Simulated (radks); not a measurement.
The numbers below are computed, except where a source is named.
Q: Radial electron density D(r) = 4 pi r^2 rho(r) of an atom or ion with 62 electrons. Level of theory: scalar-relativistic Kohn-Sham, PBE, spin-polarised, spherical densities, finite nucleus; Fermi nuclear charge, rms radius of each element as measured or else 0.836 A^(1/3) + 0.57 fm (a radial shooting solver on a logarithmic mesh with Libxc functionals).

```
   r/bohr * D(r) (the largest magnitude, 109, reaches the edge; | marks zero)
 0.003681 |             *
 0.004989 |                    *
 0.006815 |                           *
 0.009237 |                                   *
  0.01252 |                                        *
  0.01697 |                                         *
  0.02299 |                                      *
  0.03141 |                                     *
  0.04257 |                                           *
   0.0577 |                                                     *
  0.07819 |                                                      *
   0.1068 |                                            *
   0.1448 |                                           *
   0.1962 |                                                 *
   0.2659 |                                   *
   0.3604 |                    *
   0.4923 |                       *
   0.6673 |                   *
   0.9043 |         *
    1.226 |     *
    1.674 |  *
    2.269 |*
    3.075 *
    4.168 *
    5.649 *
    7.717 *
    10.46 *
```

What is the nuclear charge?

A: Z = 63. The innermost maximum, from 1s, lies near gamma/Z bohr with gamma = sqrt(1 - (Z/c)^2) = 0.888, here 0.0141 bohr (found: 0.0154), and its height grows with Z. The density is that of the europium ion Eu+ in [Xe] 4f7 6s1; the configuration itself is not fixed sharply by these data, and Z only to a few units. D(r) has 4 maxima, at r = 0.0154, 0.0688, 0.192, 0.529 bohr, and minima at 0.0297, 0.126, 0.381 bohr, inside which lie 1.95, 11.14, 29.30 electrons.
